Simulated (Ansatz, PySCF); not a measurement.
Complex: H2S (SMILES S) (first 3 atoms) with CH3F (SMILES CF); geometry from B3LYP-D3(BJ)/def2-TZVP, rigid monomers moved along the line of their centres of mass till H3···F5 is 2.61 Å.
(charge 0, multiplicity 1):
```xyz
8

S     -1.01864     0.17603    -0.21559
H      0.06165     0.84854    -0.64360
H     -0.30104    -0.53718     0.66929
C      0.10144     0.27699     3.82488
F      0.63988    -0.78464     3.09454
H      0.92239     0.85118     4.25445
H     -0.48656     0.89681     3.14822
H     -0.52941    -0.13209     4.61402
```

Interaction energies are E(AB) − E(A) − E(B) at the monomers' geometry in the complex; basis-set methods are counterpoise corrected. Rows marked so take none.

Rows in 3-21G, 6-31G*, STO-3G carry no dispersion term and start afresh at each structure (6-31G* with six Cartesian d functions).

Run with Ansatz (Gaussian orbitals); PySCF for 3-21G rows, 6-31G* rows, STO-3G rows, the dispersion terms. 

Task: One of these levels gives -0.41 kcal/mol for the interaction energy. Which?
A. HF/STO-3G (no counterpoise)
B. B3LYP-D4/def2-TZVPPD
C. B3LYP/3-21G (no counterpoise)
D. HF/6-31G*

Result: A, HF/STO-3G (no counterpoise). The others give -0.94 (HF/6-31G*), -3.82 (B3LYP/3-21G (no counterpoise)), -1.93 (B3LYP-D4/def2-TZVPPD)

Ansatz is a quantum-chemistry and plane-wave program.
